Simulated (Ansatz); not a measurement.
Relaxation of BFH6Si3 (11 atoms, charge 0, multiplicity 1), to a largest force component of 0.02 eV/Å in at most 50 steps.

The calculation used RKS PBE0-D4/def2-SVP (Ansatz 0.2.0).

```xyz
11
Properties=species:S:1:pos:R:3:forces:R:3
B 0.171 2.023 -0.372 -1.32 3.83 0.00
Si 0.257 0.203 -0.909 -4.04 -6.62 -8.03
Si 0.842 -1.053 0.819 2.28 -1.45 2.10
Si -1.147 -1.137 0.066 -4.70 0.80 2.51
F -2.316 -0.328 1.029 1.00 -1.45 -1.00
H 0.770 2.902 -0.936 0.35 -0.13 0.18
H -0.572 2.380 0.503 -0.51 -0.53 -0.21
H 0.913 1.120 -0.433 6.14 5.58 4.66
H 1.698 -2.204 0.512 0.70 -0.27 0.32
H 1.022 -0.307 2.115 0.12 -0.14 -0.35
H -1.641 -2.347 -0.654 -0.02 0.36 -0.19
```

Q: Where does it end, and by what steps?

A: The forces met the threshold. After 17 steps the energy has fallen by 4.426 eV; H7 moved furthest, 1.45 Å. The start is strongly strained (largest force component 8 eV/Å).

```csv
step,energy less start (eV),largest force component (eV/Å),accepted
0,0.0000,8.030,yes
1,-2.4382,3.914,yes
2,-3.4244,1.337,yes
3,-3.7054,0.478,yes
4,-3.8934,0.536,yes
5,-4.0781,0.311,yes
6,-4.2272,0.252,yes
7,-4.3133,0.324,yes
8,-4.3799,0.355,yes
9,-4.4008,0.532,yes
10,-4.4174,0.233,yes
11,-4.4214,0.157,yes
12,-4.4123,0.225,no
13,-4.4250,0.055,yes
14,-4.4254,0.037,yes
15,-4.4257,0.023,yes
16,-4.4258,0.029,yes
17,-4.4260,0.016,yes
```

```xyz
11
Properties=species:S:1:pos:R:3
B 0.269 2.307 -0.689
Si -0.023 0.413 -0.671
Si 0.988 -1.240 0.744
Si -1.305 -1.214 0.359
F -2.535 -1.104 1.416
H 1.409 2.692 -0.763
H -0.691 3.029 -0.790
H 0.142 1.615 0.510
H 1.814 -2.411 0.323
H 1.536 -0.571 1.960
H -1.606 -2.265 -0.661
```

The run took 75 s on 2 threads of Intel(R) Xeon(R) Platinum 8175M CPU @ 2.50GHz (Skylake/Cascade Lake), on a shared host, peak memory 0.28 GiB.
